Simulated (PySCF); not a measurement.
Ge(H)2(Br)(OH) (BrGeH3O), SMILES [GeH2]([Br])[OH].

Geometry: PBE0-D3(BJ)/def2-SVP. The values are those of a single conformer.

Level of theory: PBE0-D3(BJ)/def2-SVP (PySCF).

Frequencies are harmonic and unscaled.

Problem. Give all harmonic wavenumbers and intensities. (Estimate from the structure and the level; the computed values follow.)

Solution. 
```
mode  ν (cm⁻¹)  IR (km/mol)  Raman (Å⁴/amu)  depolarisation  moving atoms (share of kinetic energy)
----  --------  -----------  --------------  --------------  --------------------------------------
1          158         14.6             3.2            0.70        O 42 %, H 33 %, Ge 13 %, Br 12 %
2          251        107.4             1.4            0.64                          H 63 %, O 29 %
3          310         58.4             5.7            0.23                        Ge 51 %, Br 44 %
4          520         25.5             6.0            0.72                                  H 90 %
5          659         12.7            18.1            0.74                                  H 98 %
6          729        131.2             8.2            0.09                         O 76 %, Ge 20 %
7          797        113.7            16.9            0.67                                  H 93 %
8          855         64.6            16.8            0.69                                  H 98 %
9          919        124.6             4.9            0.68                                  H 91 %
10        2170         95.6           192.3            0.17                                  H 99 %
11        2220         77.5           150.2            0.27                                  H 99 %
12        3902         96.1            79.3            0.26                                  H 94 %
```
